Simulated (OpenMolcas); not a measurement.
## As+: effect of correlating more closed shells

```yaml
Program: OpenMolcas 26.06
Basis: ANO-RCC-VTZP [6s5p3d1f]
Scalar_Hamiltonian: DKH2, point nucleus
Active_space: 2 electrons in 3 orbitals (4p)
State_averaging: 2S+1 = 3 even, 3 roots; 2S+1 = 1 even, 6 roots
Spin-orbit_coupling: state interaction with AMFI integrals over the reference wave functions, term energies averaged over their components
```

Methods on the same reference wave functions:
A. CASSCF
B. SS-CASPT2, IPEA 0.25 Eh, imaginary shift 0.1 Eh (closed shells correlated: 4s)
C. SS-CASPT2, IPEA 0.25 Eh, imaginary shift 0.1 Eh (closed shells correlated: 3d 4s)
D. SS-CASPT2, IPEA 0.25 Eh, imaginary shift 0.1 Eh (closed shells correlated: 3s 3p 3d 4s)

Energies in cm⁻¹ above 4s² 4p² ³P₀, the measured ground level; measured values from NIST Handbook of Basic Atomic Spectroscopic Data.

| Level | A | B | C | D | Measured |
| --- | --- | --- | --- | --- | --- |
| 4s² 4p² ³P₀ | 0.0 | 0.0 | 0.0 | 0.0 | 0.0 |
| 4s² 4p² ³P₁ | 900 | 937 | 936 | 936 | 1063 |
| 4s² 4p² ³P₂ | 2287 | 2290 | 2290 | 2290 | 2541 |
| 4s² 4p² ¹D₂ | 12463 | 10090 | 10170 | 10140 | 10096 |
| 4s² 4p² ¹S₀ | 28366 | 22900 | 23020 | 22960 | 22599 |

Deviations, from unrounded energies. A percentage is the sum of absolute deviations over the sum of measured energies, with the sign that they share, or ± where signs differ.

```
                        Against measurement  Levels      A      B      C      D
             mean absolute deviation (cm-1)       4   2100    170    220    190
      fine structure of the ground term (%)       2  -11.6  -10.5  -10.5  -10.5
other terms of the ground configuration (%)       2  +24.9   ±0.9   +1.5   +1.2
```

B lies closest to measurement on these levels and A furthest from it. The largest miss of B in the table is 4s² 4p² ¹S₀, by +300 cm-1. The ranking rests on the paired levels alone, and a cruder setting can come out closer through cancelling errors.

Among B to D the level of the table that moves most is 4s² 4p² ¹S₀, by 120 cm-1 (lowest in B, highest in C). Moves below CASPT2's spread within the term are not significant.

The mean deviations of B to D differ by less than CASPT2's widest spread within a term (100 cm-1), so their order carries little weight.

From A to B the spin-free energies of the other terms of 4s² 4p² shown, above ³P, scale by factors of 0.77 to 0.79.

The lowest spin-free term lies below A's lowest term by 0.056 hartree in B, 0.106 hartree in C, 0.133 hartree in D.

What an inner shell adds also hangs on whether the basis holds functions to correlate it.

Term energies are means over components that CASPT2 splits; among the terms shown or strongly mixed into the levels shown the widest spread is 100 cm-1 (4s² 4p² ¹D, D). With the s shell closed, the reference lacks s² → p² mixing. Without dynamic correlation excited terms often stand tens of per cent too high (terms of higher spin than the ground term too low), and those without a measured partner can miss by more than the paired ones (holds for A). Computed and measured levels are paired by configuration, term and J; levels that our copy of the source lacks, or whose pairing is in doubt (as where it misses far off the trend of its configuration), stay unpaired and out of the deviations. Only configurations of the active space appear.
